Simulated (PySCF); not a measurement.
CH10N2Si2, SMILES NC[SiH2]N[SiH3]. Atoms are numbered in the order given.

```xyz
15

N     -2.3312    -0.7466     0.7147
C     -1.9421     0.6703     0.7449
Si    -0.4666     0.8967    -0.4260
N      0.6227    -0.3939    -0.0066
Si     2.3177    -0.6277    -0.2976
H     -3.0084    -0.9608     1.4469
H     -2.7877    -0.9727    -0.1698
H     -2.7590     1.3908     0.5280
H     -1.5767     0.9099     1.7585
H     -0.9674     0.8232    -1.8386
H      0.1928     2.2240    -0.2548
H      0.0889    -1.1759     0.3822
H      3.0007    -1.1664     0.9177
H      2.6131    -1.5759    -1.4181
H      2.9006     0.6996    -0.6483
```
Charge 0, spin multiplicity 1.

Geometry optimised at B3LYP-D3(BJ)/def2-SVP. This is a generated structure with no PubChem entry under its InChIKey; it may be hypothetical. One conformer was computed; it need not be the lowest.

These are PBE/def2-TZVP run with PySCF values and carry that method's errors.

Atomic charges (e):

```json
[
 {"atom": "N1", "IAO": "___", "Löwdin": "-0.18"},
 {"atom": "C2", "IAO": "___", "Löwdin": "-0.47"},
 {"atom": "Si3", "IAO": "___", "Löwdin": "0.18"},
 {"atom": "N4", "IAO": "-0.92", "Löwdin": "-0.21"},
 {"atom": "Si5", "IAO": "0.70", "Löwdin": "0.14"},
 {"atom": "H6", "IAO": "___", "Löwdin": "0.15"},
 {"atom": "H7", "IAO": "___", "Löwdin": "0.15"},
 {"atom": "H8", "IAO": "0.12", "Löwdin": "0.12"},
 {"atom": "H9", "IAO": "0.15", "Löwdin": "0.14"},
 {"atom": "H10", "IAO": "-0.16", "Löwdin": "-0.04"},
 {"atom": "H11", "IAO": "-0.13", "Löwdin": "-0.03"},
 {"atom": "H12", "IAO": "0.28", "Löwdin": "0.18"},
 {"atom": "H13", "IAO": "___", "Löwdin": "-0.04"},
 {"atom": "H14", "IAO": "___", "Löwdin": "-0.05"},
 {"atom": "H15", "IAO": "___", "Löwdin": "-0.03"}
]
```

What belongs in the gaps? (Estimate from the structure and the level; the computed values follow.)


- N1, IAO: -0.58
- C2, IAO: -0.44
- Si3, IAO: 0.86
- H6, IAO: 0.25
- H7, IAO: 0.25
- H13, IAO: -0.13
- H14, IAO: -0.14
- H15, IAO: -0.12

Give the Mayer and Wiberg (Löwdin basis) orders of the bonds. (The exact figures need the calculation; the answer reports its results.)


```csv
bond,Mayer,Wiberg
N1–C2,0.99,1.45
C2–Si3,1.00,1.13
Si3–N4,1.14,1.41
N4–Si5,1.17,1.48
N1–H6,0.93,0.96
N1–H7,0.93,0.95
C2–H8,0.93,0.88
C2–H9,0.94,0.86
Si3–H10,0.92,0.92
Si3–H11,0.93,0.92
N4–H12,0.86,0.85
Si5–H13,0.93,0.96
Si5–H14,0.93,0.96
Si5–H15,0.95,0.95
```
